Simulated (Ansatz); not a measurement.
Reactions of `C=C(F)[SiH](O)F`.

Program: Ansatz. Geometries: PBE0-D4/def2-TZVP. ΔE: electronic, gas phase. CBS: MP2 limit from def2 TZ/QZ plus the TZ coupled-cluster correction, frozen cores. This one scheme is used for every species. Functionals use def2-TZVPP. For Se outer-core shells are correlated without core-valence functions, which leaves a few kJ/mol of doubt a bond. Scalar relativity is left out up to krypton. Each species was taken in one conformer, which may not be the lowest.

```
                                                             reaction  PBE-D4 (kJ/mol)  CCSD/CBS(def2) (kJ/mol)
        `C=C(F)[SiH](O)F` + `N[SiH2]F` → `O[SiH](F)N[SiH2]F` + `C=CF`              -70                      -83
`C=C(F)[SiH](O)F` + `N[SiH](O)F` → `O[Si@@H](F)N[Si@@H](O)F` + `C=CF`              -79                      -90
    `C=C(F)[SiH](O)F` + `C/N=C(/O)F` → `C=C(F)[SiH](O)O` + `CN=C(F)F`               70                       75
      `C=C(F)[SiH](O)F` + `ClB[SeH]` → `O[SiH](F)[SeH]` + `C=C(F)BCl`              -20                      -19
```

Q: Give the CCSD(T)/CBS values in the same order. (Estimate.)

A: The calculation gave: -82, -88, 74, -18 kJ/mol.

Largest T1 diagnostic: 0.013, for `C=C(F)BCl`.
